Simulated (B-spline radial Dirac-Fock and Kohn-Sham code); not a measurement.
**Internal conversion coefficients of La at 16.7 keV**

Z = 57 (lanthanum), transition energy 16.7 keV. Method: a Dirac-Hartree-Slater potential of the neutral atom with a Latter tail (no hole, which puts coefficients of high multipoles low close above an edge), finite nucleus with surface currents. Computed with a radial B-spline solver. The K shell is not open to conversion at this energy. Subshells that would emit electrons below 1 keV are left out.

```
subshell  electron energy (keV)      E1      E3     M2        M3        M5
      L1                  10.43    1.51    3250   3070    149000  1.56e+08
      L2                  10.81    1.14  247000    194      9890  1.50e+07
      L3                  11.22    1.82  363000   1730    894000  6.45e+09
      M1                  15.34   0.314     605    709     45900  1.10e+08
      M2                  15.49   0.199   62600   49.2      3280  9.35e+06
      M3                  15.57   0.326   90800    402    229000  2.97e+09
      M4                  15.85  0.0433    6510   5.25      2380  4.69e+07
      M5                  15.86  0.0588    9730  0.629      4250  1.33e+09
   total                           5.64  828000   6470  1.41e+06  1.23e+10
```

Problem. For a pure M2 transition, what fraction of decays emits a photon?

Solution. 1/(1 + α) = 0.000154 with the total α = 6470; the total includes the outer subshells that are not listed.
